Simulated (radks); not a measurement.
Values are calculated unless marked as measured or tabulated.
Problem. Pd, configuration [Kr] 4d10. Level of theory: scalar-relativistic Kohn-Sham, MS2 meta-GGA, spin-polarised, spherical densities, finite nucleus; meta-GGA in the generalised Kohn-Sham scheme; Fermi nuclear charge, rms radius 4.5318 fm (a radial shooting solver on a logarithmic mesh with Libxc functionals). Some entries of the table are withheld. Estimate them.

orbital,occ.,eigenvalue (eV),<1/r> (bohr^-1)
1s,2,(1),(2)
2s,2,-3538.928,10.96
2p,6,(3),10.58
3s,2,-642.5880,3.837
3p,6,-519.6540,3.647
3d,10,-326.2404,(4)
4s,2,-87.0945,1.441
4p,6,-52.2343,1.291
4d,10,(5),0.8818
5s,0,-3.1059,(6)

Solution. 
(1) 1s eigenvalue (eV): -24194.14
(2) 1s <1/r> (bohr^-1): 48.25
(3) 2p eigenvalue (eV): -3168.048
(4) 3d <1/r> (bohr^-1): 3.416
(5) 4d eigenvalue (eV): -3.9795
(6) 5s <1/r> (bohr^-1): 0.3671
